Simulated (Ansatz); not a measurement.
`Cl[SiH2][SbH2]` + H₂Te → `[SbH2][TeH]` + `[SiH3]Cl` at 600 K and 1 bar (cleavage of the Sb–Si bond).

Program: Ansatz. Geometries: PBE0-D4/def2-TZVP. ΔE: electronic, gas phase. CCSD(T)/CBS adds triple-zeta CCSD(T) − MP2 to the extrapolated MP2 energy (def2 sets, frozen cores). This one scheme is used for every species. def2 core potentials past Kr. For Sb, Te outer-core shells are correlated without core-valence functions, which leaves a few kJ/mol of doubt a bond.

| species | CCSD(T)/CBS energy (Eh) | H − E (kJ/mol) | S (J/(mol·K)) |
| --- | --- | --- | --- |
| `Cl[SiH2][SbH2]` | -991.31414 | 134.6 | 410.8 |
| H₂Te | -268.91024 | 52.9 | 255.0 |
| `[SbH2][TeH]` | -509.54647 | 90.7 | 365.0 |
| `[SiH3]Cl` | -750.69636 | 99.4 | 294.6 |

H − E and S are ideal-gas, rigid-rotor, harmonic terms from PBE0-D4/def2-TZVP. 1 Eh = 2625.50 kJ/mol, R = 8.31446 J/(mol·K).

Task: By hand: ΔE, ΔH, ΔS and ΔG.

Result: ΔE = (-509.54647) + (-750.69636) − (-991.31414) − (-268.91024) = -0.01845 Eh = -48.4 kJ/mol. Δ(H − E) = 90.7 + 99.4 − 134.6 − 52.9 = 2.6, so ΔH = -45.8 kJ/mol. ΔS = 365.0 + 294.6 − 410.8 − 255.0 = -6.2 J/(mol·K). ΔG = -45.8 − 600 × (-6.2)/1000 = -42.1 kJ/mol.

Task: By hand: the equilibrium constant, and the temperature at which ΔG would vanish if ΔH and ΔS stayed fixed.

Result: log₁₀ K = −ΔG/(RT ln 10) = 3.7. ΔG = 0 at ΔH/ΔS = 7387 K, far beyond where these terms or the molecules hold.

The number of gas molecules stays the same, so ΔS is small and ΔH decides. A doubt of 5 kJ/mol in ΔE shifts log₁₀ K by 0.4 here. These are equilibria of isolated gas molecules and say nothing of rates. Largest T1 diagnostic: 0.012 (customary marks: 0.02 for closed shells, 0.045 for open ones).
